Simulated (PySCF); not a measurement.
**EPR parameters of C6H9O2**

Compound: C6H9O2 (doublet state).
Geometry (GFN2-xTB, Å), atoms numbered from 1 in this order:
```xyz
17
C6H9O2 angstrom
C     -2.086    0.277   -0.587
C     -0.704    0.894   -0.416
C     -0.115    0.596    0.967
O      0.010   -0.779    1.251
C      0.909   -1.539    0.466
C      2.064   -0.907   -0.094
C      2.774    0.077   -0.427
O      3.585    0.839   -0.823
H     -2.047   -0.799   -0.435
H     -2.780    0.695    0.138
H     -2.469    0.472   -1.586
H     -0.761    1.978   -0.527
H     -0.028    0.517   -1.188
H     -0.783    0.969    1.747
H      0.860    1.095    1.067
H      1.212   -2.374    1.114
H      0.353   -2.000   -0.375
```

The hyperfine couplings belong to this conformer and change with its torsions.

Identity: `C(COC[C]=C=O)C` [radical].

Method: UKS B3LYP, pcH-1 on C H O, non-relativistic, mean-field spin-orbit, GIAO (PySCF). One conformer (not necessarily the lowest) at the GFN2-xTB geometry, without solvent, vibrations or thermal averaging. The geometry wasn't refined by DFT: couplings that depend on bond lengths, twists or pyramidal angles can differ widely from those at the functional's own minimum. The SCF solution wasn't tested for stability.

```json
{
 "g1, g2, g3": "2.00210, 2.00449, 2.02597",
 "g_iso": "2.01085",
 "Form of g": "close to axial: the two nearest values differ by 10 % of g3 − g1",
 "⟨S²⟩": "0.7565 (exact 0.7500)",
 "α and β electrons": "31, 30",
 "HOMO–LUMO gap, α and β orbitals": "7.50, 2.56 eV",
 "Total energy": "-384.42160 Eh"
}
```

Hyperfine couplings atom by atom, in MHz; T1 to T3 are the principal values of the dipolar part:

| atom | isotope | a_iso | T1 | T2 | T3 | Mulliken spin population |
| --- | --- | --- | --- | --- | --- | --- |
| C1 | 13C | 0.6 | -0.3 | -0.3 | 0.6 | 0.00 |
| C2 | 13C | 6.5 | -1.0 | -0.9 | 2.0 | 0.01 |
| C3 | 13C | -1.1 | -0.7 | -0.2 | 1.0 | 0.00 |
| O4 | 17O | 0.4 | -4.7 | 2.0 | 2.8 | 0.01 |
| C5 | 13C | -26.7 | -3.3 | -0.9 | 4.1 | -0.05 |
| C6 | 13C | 43.2 | -50.9 | -48.8 | 99.7 | 0.61 |
| C7 | 13C | -45.1 | -16.5 | 3.6 | 12.8 | 0.01 |
| O8 | 17O | -22.7 | -104.4 | 51.9 | 52.5 | 0.32 |
| H9 | 1H | 0.6 | -1.1 | -0.7 | 1.8 | 0.00 |
| H10 | 1H | 0.9 | -0.5 | -0.5 | 1.0 | 0.00 |
| H11 | 1H | 0.2 | -0.6 | -0.5 | 1.1 | 0.00 |
| H12 | 1H | 1.5 | -1.2 | -0.7 | 1.9 | 0.00 |
| H13 | 1H | 1.7 | -3.0 | -1.9 | 4.9 | 0.00 |
| H14 | 1H | 0.0 | -1.0 | -0.9 | 2.0 | 0.00 |
| H15 | 1H | 1.8 | -2.8 | -2.1 | 4.9 | 0.00 |
| H16 | 1H | 105.9 | -4.6 | -2.7 | 7.4 | 0.04 |
| H17 | 1H | 142.3 | -5.0 | -2.2 | 7.2 | 0.06 |

The Mulliken spin populations are largest on C6 (+0.61) and O8 (+0.32).

Axes: g3 points within 3° of the C7–O8 bond.

Under fast tumbling the dipolar parts average out, and these isotropic splittings remain: 2 × 1H (H16/H17, I = 1/2, 3 lines) with 4.41 mT, 2 × 1H (H12/H13, I = 1/2, 3 lines) with 0.06 mT and 2 × 1H (H14/H15, I = 1/2, 3 lines) with 0.03 mT.

Means are taken over nuclei equivalent by connectivity, which assumes that they swap fast. The 1H value of +124.1 MHz is a mean of couplings from 105.9 to 142.3 MHz in this one geometry, not an average over conformers.

The 13C coupling of C7 (-45.1 MHz) shows only in satellite lines or after enrichment, since that isotope makes up about 1.07 % of natural carbon.

The 17O coupling of O8 (-22.7 MHz) shows only in satellite lines or after enrichment, since that isotope makes up about 0.038 % of natural oxygen.
